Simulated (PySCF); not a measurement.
Cl4SW (SMILES [S]=[W]([Cl])([Cl])([Cl])[Cl]), singlet, at a GFN2-xTB geometry (such geometries of metal compounds can be far from the true shape) (core potentials on W). Base run: DF-PBE/def2-SVP (PySCF).

Input for PySCF:
```python
from pyscf import gto, scf, dft

mol = gto.Mole()
mol.atom = '''
    W     0.05136557   -0.02213398    0.05443562
    S     1.49823173   -0.64560426    1.58777894
    Cl   -1.46040727    0.62930529   -1.54769376
    Cl    0.27309176    2.15259903    0.49173666
    Cl    1.19778788   -0.92365033   -1.63163749
    Cl   -1.64416414   -1.15427854    0.95625937
'''
mol.basis = 'def2-svp'
mol.ecp = {'W': 'def2-svp'}
mol.verbose = 4
mol.build()

mf = dft.RKS(mol)
mf.xc = 'pbe'
mf = mf.density_fit(auxbasis='def2-universal-jkfit')
mf.kernel()
```

The base run was repeated with changes; each row names its change, and settings that it needs were set with it.

```tsv
change	E (Eh)	HOMO (eV)	HOMO-LUMO gap (eV)	dipole (D)	core-seconds (rough)	outcome
base	-2304.72639	-7.16	2.54	0.45	20	converged
functional = pw6b95	-2307.33796	-8.48	4.41	0.81	20	converged
functional = tpss	…	…	…	…	30	converged
functional = m062x	-2305.37923	-9.58	6.19	1.11	20	converged
functional = bp86	-2305.93641	-7.26	2.53	0.45	20	converged
functional = bhandhlyp	-2305.41201	-9.41	6.02	1.03	10	converged
functional = wb97x_v	-	-	-	-	-	cut at the time limit
functional = lc_wpbe	…	…	…	…	20	converged
functional = pbe0	-2304.82908	-8.44	4.27	0.75	10	converged
functional = b97-1	-2305.34788	-8.11	3.99	0.68	10	converged
functional = blyp	…	…	…	…	20	converged
functional = b3lyp	-2305.67005	-8.08	3.90	0.71	10	converged
functional = pbe0; dispersion = d3bj	-2304.84224	-8.44	4.27	0.75	10	converged
```

Complete the blanks.


- functional = tpss, E (Eh): -2305.72371
- functional = tpss, HOMO (eV): -7.35
- functional = tpss, HOMO-LUMO gap (eV): 2.64
- functional = tpss, dipole (D): 0.49
- functional = lc_wpbe, E (Eh): -2304.92839
- functional = lc_wpbe, HOMO (eV): -11.05
- functional = lc_wpbe, HOMO-LUMO gap (eV): 8.66
- functional = lc_wpbe, dipole (D): 1.02
- functional = blyp, E (Eh): -2305.56700
- functional = blyp, HOMO (eV): -6.88
- functional = blyp, HOMO-LUMO gap (eV): 2.51
- functional = blyp, dipole (D): 0.46

Total energies compare only within one method and basis.
